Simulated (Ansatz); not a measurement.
## Relative stability

Two relaxed structures of BSiNH₄S, singlet (PBE0-D4/def2-TZVP; forces vanish, vibrations not checked).

A:

```xyz
8
angstrom
N -0.0766 -0.7233 -0.9647
B -0.2449 0.1498 0.0409
Si 0.6158 -1.4247 0.5066
S -1.1873 1.8231 -0.0949
H -1.0904 2.0597 -1.4265
H -0.1908 2.6699 0.2208
H 2.0924 -1.5692 0.6056
H -0.0326 -2.6183 1.1110
```

B:

N1  (-0.526, 1.444, -0.181)
B2  (-0.315, 0.130, -0.643)
Si3  (-0.330, -1.400, -1.791)
S4  (0.506, -1.238, 0.285)
H5  (-0.984, 2.129, -0.755)
H6  (-0.248, 1.787, 0.719)
H7  (1.794, -1.104, 0.770)
H8  (0.039, -1.649, 1.520)
(Å)

Computed with Ansatz 0.2.0 (basis: def2-TZVPP); correlated methods freeze the cores. B3LYP uses VWN-RPA correlation.

Task: Which structure is lower at CCSD(T), and by how much? (An estimate is asked for; the value comes from the calculation.)

Result: Computed: A, by 7.33 kcal/mol (electronic energy, against the other). By their contacts, A is BSiNH₄S ([SH2][B]1[N][SiH2]1) and B is BSiNH₄S ([NH2][B]1[Si][SH2]1).

Task: Do the other methods give the same order? (Judge from chemistry; the calculation decides.)

Result: By the calculation: Not all: PBE-D4, PBE0-D4 give the other order.

| method | E(B) − E(A) (kcal/mol) |
| --- | --- |
| PBE-D4 | -1.21 |
| r2SCAN-D4 | 3.09 |
| PBE0-D4 | -0.35 |
| B3LYP-D4 | 4.11 |
| wB97M-V | 5.65 |
| HF | 14.26 |
| MP2 | 7.26 |
| CCSD | 8.30 |
| CCSD(T) | 7.33 |

No T1 diagnostic of these runs exceeds 0.016.

Labels in which every atom is bracketed show which atoms are joined, not bond orders.

For scale, one of the runs: CCSD(T)/def2-TZVPP, 202 basis functions, launched by `ansatz run in.yaml --threads 2 --pin off --events-out ev --progress --plain --max-ram 4352MiB`. The run took 65 s on 2 CPU threads of an Arm Neoverse V2 (shared host), with 2.3 GiB of host memory at its peak.
